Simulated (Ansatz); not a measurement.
Input and output for Zr₃⁻.

```yaml
crystal:
  periodic: [false, false, false]
  atoms:
    - {symbol: Zr, position_ang: [-0.660263, -0.684686, 1.237137]}
    - {symbol: Zr, position_ang: [0.618430, -0.834697, -1.116317]}
    - {symbol: Zr, position_ang: [0.041843, 1.519384, -0.120820]}
basis:
  gaussian: {orbitals: def2-TZVP}
total_charge: -1
magnetization: {spin_polarized: false, initial_magnetization: 1}
hamiltonian: {xc: {name: PBEsol}, dispersion: d3bj}
output: {forces: true}
```

```sh
$ ansatz run in.yaml --threads 4 --pin off --events-out ev --progress --plain --max-ram 3916MiB
```

Shortened log:

```
Functional definition: PBEsol
963 factors; their error is unknown
mean field evaluation 1: about -3813.7476 eV, gradient 6.7e1 eV
mean field evaluation 2: about -3607.3701 eV, gradient 1.8e2 eV
mean field evaluation 4: about -3772.1559 eV, gradient 1.0e2 eV
mean field evaluation 8: about -3827.6744 eV, gradient 1.5e1 eV
mean field evaluation 16: about -3829.9652 eV, gradient 9.5e-1 eV
mean field evaluation 32: about -3830.0567 eV, gradient 4.2e-5 eV
mean field evaluation 64: about -3813.7476 eV, gradient 6.7e1 eV
mean field evaluation 96: about -3830.0566 eV, gradient 2.0e-1 eV
mean field evaluation 128: about -3829.7746 eV, gradient 1.8e0 eV
mean field evaluation 160: about -3829.9785 eV, gradient 2.2e-1 eV
mean field evaluation 192: about -3829.9773 eV, gradient 2.8e-1 eV
mean field evaluation 224: about -3828.5167 eV, gradient 1.2e1 eV
mean field evaluation 256: about -3828.6297 eV, gradient 7.1e0 eV
mean field evaluation 288: about -3828.6206 eV, gradient 7.4e-1 eV
mean field evaluation 320: about -3829.9823 eV, gradient 7.4e-1 eV
mean field evaluation 352: about -3816.9874 eV, gradient 5.8e1 eV
mean field -3830.05672558 eV, -140.7519885593 hartree, gradient 2.0e-6 eV, S^2 0.750000; 16 other end points of the search recorded, 0 dependent functions left out
reference -3830.05675421 eV, -140.7519896116 hartree; 19, 18 occupied and 101, 102 virtual orbitals, 963 factors
Total energy: -3830.12826332 eV, -140.7546175229 hartree
Atom 0 at    -0.660263    -0.684686     1.237137 Å, force     0.116431     0.120672    -0.218154 eV/Å
Atom 1 at     0.618430    -0.834697    -1.116317 Å, force    -0.192604     0.488232     0.341107 eV/Å
Atom 2 at     0.041843     1.519384    -0.120820 Å, force     0.076173    -0.608905    -0.122953 eV/Å
Dipole moment:    -0.023161    -0.024133     0.043400 e Å
```

Run time 58 s (4 threads of Arm Neoverse V1 on a shared host).

In the def2 sets Zr takes a core potential; there is no spin–orbit coupling. The highest occupied level of an anion often lies above zero with these methods, and sets without diffuse functions describe the outer electron poorly.

With spin_polarized false and unpaired electrons the run is restricted open-shell.

The dipole of an ion depends on the origin.
